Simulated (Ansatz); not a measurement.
Start from `[SiH3]SC1=CN1` and change one atom or group to get `[SiH3]C1=CN1`.

Ansatz, PBE0-D4/def2-TZVP geometries, multiplicity 1. Each molecule was computed in one conformer, which needn't be the lowest.

```
                                        property  `[SiH3]SC1=CN1`
               HOMO energy (PBE/def2-TZVPP) / eV            -4.73
         HOMO–LUMO gap (ωB97M-V/def2-TZVPP) / eV             9.68
size of the dipole moment (B3LYP/def2-TZVPP) / D             0.78
              HOMO energy (PBE0/def2-TZVPP) / eV            -5.93
  size of the dipole moment (PBE/def2-TZVPP) / D             0.76
           LUMO energy (ωB97M-V/def2-TZVPP) / eV             1.55
```

(1) What does the change do to each property? (Best estimate.)

Results:

(1) Computed: 
```csv
property,`[SiH3]C1=CN1`,shift
HOMO energy (PBE/def2-TZVPP) / eV,-4.94,-0.21
HOMO–LUMO gap (ωB97M-V/def2-TZVPP) / eV,9.77,0.09
size of the dipole moment (B3LYP/def2-TZVPP) / D,1.81,1.03
HOMO energy (PBE0/def2-TZVPP) / eV,-6.20,-0.27
size of the dipole moment (PBE/def2-TZVPP) / D,1.71,0.95
LUMO energy (ωB97M-V/def2-TZVPP) / eV,1.29,-0.26
```

With PBE0 the HOMO falls by 0.27 eV and the LUMO falls by 0.43 eV, so the gap narrows by about 0.16 eV. PBE moves the HOMO by -0.21 eV and ωB97M-V by -0.35 eV. Dipoles are sizes alone; their direction can turn.

B3LYP here is the variant with VWN-RPA as its local correlation; programs differ in this.
